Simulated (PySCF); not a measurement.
SnHCl3, SMILES [Cl][SnH]([Cl])[Cl]. The structure is a stationary point at B3LYP-D3(BJ)/def2-SVP. The def2 effective core potentials stand for the cores of Sn; spin–orbit coupling is left out.

Computed equilibrium geometry at B3LYP-D3(BJ)/def2-SVP (PySCF confirms it by a frequency run) as bond lengths and angles, and its point group:
point group C3v.
Atoms: Sn1 Cl2 Cl3 Cl4 H5. Bonds (Å): Sn1–Cl2 2.345, Sn1–Cl3 2.345, Sn1–Cl4 2.345, Sn1–H5 1.706. Bond angles (°): Cl2–Sn1–Cl3 107.6, Cl2–Sn1–Cl4 107.6, Cl2–Sn1–H5 111.3, Cl3–Sn1–Cl4 107.6, Cl3–Sn1–H5 111.3, Cl4–Sn1–H5 111.3.
